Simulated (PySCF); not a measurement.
C₇H₁₅Si (charge +1).
Numbering: `[CH3:1][Si+:2]([CH3:3])[CH2:4][CH2:5][CH:6]1[CH2:7][CH2:8]1` (hydrogens: H9, H10, H11 on C1; H12, H13, H14 on C3; H15, H16 on C4; H17, H18 on C5; H19 on C6; H20, H21 on C7; H22, H23 on C8)

The geometry is computed with GFN2-xTB (gas phase).

Q: What internal coordinates does the optimisation give?

A: 
```
                  bond  length (Å)   order
        C1–Si2, Si2–C3       1.882  single
                Si2–C4       1.885  single
                 C4–C5       1.550  single
                 C5–C6       1.509  single
          C6–C7, C6–C8       1.500  single
                 C7–C8       1.497  single
C1–H9 and 5 like bonds       1.090  single
        C4–H15, C4–H16       1.095  single
        C5–H17, C5–H18       1.091  single
                C6–H19       1.083  single
        C7–H20, C8–H23       1.079  single
        C7–H21, C8–H22       1.078  single
```

Bonds in one row agree within 0.01 Å and their mean is given. Orders are formal, as drawn. A selection of angles:
```
    angle  degrees
C1–Si2–C3    119.9
C1–Si2–C4    119.7
Si2–C4–C5    112.6
 C4–C5–C6    109.8
 C5–C6–C7    119.5
 C7–C6–C8     59.8
 C6–C7–C8     60.1
```

Torsions: C1–Si2–C4–C5 89° (synclinal); Si2–C4–C5–C6 -178° (antiperiplanar); C4–C5–C6–C7 82° (synclinal); C5–C6–C7–C8 109° (anticlinal); C5–C6–C8–C7 -109° (anticlinal). The mirror-image conformer, all signs reversed, is as good.

Si2 (silicon bonded to 3 C) is planar (angles 120.1°, 119.9° and 119.7°, sum 359.7°, 0.06 Å off the plane of its three neighbours). Of the pairs four or more bonds apart, C7···H15 is among the closest relative to their van der Waals radii: 2.97 Å, 102 % of the sum of Bondi's values. All 3 C–Si bonds measure 1.882 to 1.885 Å. The C–C distances run from 1.497 Å (C7–C8, drawn single) to 1.550 Å (C4–C5, drawn single), a spread of 0.053 Å. The 3-membered ring C6–C7–C8 has internal angles of 59.8° to 60.1°.

Point group: C1 (no symmetry element, even within 0.4 Å). Whether it is a minimum is left open (no frequencies).
